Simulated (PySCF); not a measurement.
Work out the structure from these simulated measurements.

Formula: C3H8O2Si.

| Item | Value |
| --- | --- |
| 13C NMR | chemical shifts (computed TMS as zero) by class: 155.3 (1 C), 129.9 (1 C), 24.8 (1 C) ppm [GIAO PBE0/pcSseg-1] |
| Rotational structure | rotational constants A, B, C: 4.151, 2.256, 1.620 GHz [GFN2-xTB] |
| UV, first state | lowest singlet excitation: 6.61 eV (188 nm, f = 0.009) [TDDFT CAM-B3LYP/def2-SVPD] |
| XPS | Si2p3/2 107.3, C1s 290.0, C1s 290.0, C1s 290.6, O1s 538.6 (×2), Si1s 1847.4 eV [ΔSCF SCAN, pcX-2 on the ionised atom, pcseg-1 elsewhere, spin-free X2C, 2p3/2 from a spin–orbit splitting computed afterwards within the 2p shell] |
| UV, strongest line | among the 8 lowest singlet transitions: S3 at 7.12 eV (174 nm, f = 0.247) [TDDFT CAM-B3LYP/def2-SVPD] |
| 1H NMR | chemical shifts (computed TMS as zero) by class: 5.87 (1 H), 5.30 (1 H), 5.23 (1 H), 2.05 (3 H), 1.74 (2 H) ppm [GIAO PBE0/pcSseg-1] |

Gas-phase values; electronic properties from PySCF, density fitting. Levels stand in brackets. NMR shifts are as computed; neighbouring signals can stand in another order in a measured spectrum. The structure is a single GFN2-xTB conformer in the gas phase; no vibrational or solvent corrections. NMR classes are plain means over equivalent atoms (diastereotopic ones count apart unless rotation or inversion swaps them), as if these changed places fast.

Problem. Give a SMILES that accounts for the data.

Solution. Numbering: `[CH2:1]=[C:2]([CH3:3])[SiH:4]([OH:5])[OH:6]`. Its formula, C3H8O2Si, gives 1 degree of unsaturation: 0 rings and 1 π bond in the structure found. 3 carbons fall into 3 classes; from least to most shielded: fully substituted alkene carbon [C2] (155.3 ppm), terminal =CH2 carbon [C1] (129.9 ppm), allylic carbon [C3] (24.8 ppm). Hydrogen classes from least to most shielded: 1 H on a terminal =CH2 carbon, C1 (5.87 ppm), 1 H on a terminal =CH2 carbon, C1 (5.30 ppm), 1 H on an oxygen-bound silicon, Si4 (5.23 ppm), 3 H on an allylic carbon, C3 (2.05 ppm, a mean of values up to 0.5 ppm apart in this geometry), 2 H on 2 silanol oxygens, O5/O6 (1.74 ppm). The core levels belong to: Si2p3/2 107.3 eV, oxygen-bound silicon [Si4]; C1s 290.0 eV, fully substituted alkene carbon [C2]; C1s 290.0 eV, terminal =CH2 carbon [C1]; C1s 290.6 eV, allylic carbon [C3]; O1s 538.6 eV, silanol oxygen [O5/O6]; Si1s 1847.4 eV, oxygen-bound silicon [Si4]. One atom of each topological class was ionised and stands for its class. The hole state at 290.0 eV has ⟨S²⟩ = 0.83 against 0.75, so that value is less sure. The optimised geometry has point group C1 and is an asymmetric top. Structure: `O[SiH](O)C(=C)C`. Computed isomers that give other values at the same levels: `C[SiH2]OC(C)=O` (13C chemical shifts (computed TMS as zero) by class: 176.6 (1 C), 24.6 (1 C), -3.0 (1 C) ppm); `[SiH3]OC1COC1` (rotational constant A: 8.776 GHz; this holds for the one conformer computed); `CC(=O)C[SiH2]O` (13C chemical shifts (computed TMS as zero) by class: 216.6 (1 C), 36.6 (1 C), 35.0 (1 C) ppm). The assignments are read from this structure; whether some other isomer fits the data as well wasn't checked.

The values belong to the conformer `[CH2:1]=[C:2]([CH3:3])[SiH:4]([OH:5])[OH:6]`: C1–C2–Si4–O5 -10°, H–O5–Si4–C2 55°, H–O6–Si4–C2 153°.
